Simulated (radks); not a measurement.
Neutral holmium inside a hard spherical wall (all orbitals vanish at R), configuration held at [Xe] 4f11 6s2 and not refilled when levels cross. Calculated with a radial shooting solver on a logarithmic mesh with Libxc functionals: scalar-relativistic Kohn-Sham, LDA (Slater exchange, Perdew-Wang correlation), spin-polarised, spherical densities, finite nucleus; open shells are filled with parallel spins first (spin-orbit coupling, left out, can overturn this in heavy ions); Fermi nuclear charge, rms radius 5.2022 fm. Eigenvalues in eV for spin up, with the zero of energy where the potential of the charges vanishes at infinity; a dash marks a level that is unbound or too diffuse for the functional's potential to be trusted. A positive occupied level is held by the wall or, in an anion where self-interaction has pushed it up, behind a barrier. The pressure on the wall is -dE/dV.

R (bohr),E (hartree),kinetic (hartree),e(5s),e(5p),e(4f),e(6s),"e(5d, empty)","e(6p, empty)",pressure (GPa)
free,-12607.1470,13628.425,-51.092,-26.427,-4.330,-3.982,-1.301,-1.211,0
20,-12607.1470,13628.425,-51.092,-26.427,-4.330,-3.982,-1.301,-1.211,< 0.0001
10,-12607.1449,13628.445,-50.951,-26.287,-4.192,-3.869,-1.155,-0.882,0.0487
8,-12607.1323,13628.528,-50.485,-25.829,-3.733,-3.438,-0.694,-0.023,0.517
5,-12606.8773,13629.599,-47.196,-22.678,-0.385,1.579,3.027,8.007,26.1
4,-12606.3314,13631.668,-43.669,-19.346,3.492,9.909,7.716,19.861,144
3,-12603.9499,13640.630,-34.155,-9.667,14.811,38.876,21.735,56.684,1300
2.5,-12599.7097,13655.743,-22.043,3.900,29.219,80.704,40.716,105.64,5080
1.5,-12540.0840,13839.585,103.39,150.27,134.20,473.42,222.89,528.11,189000
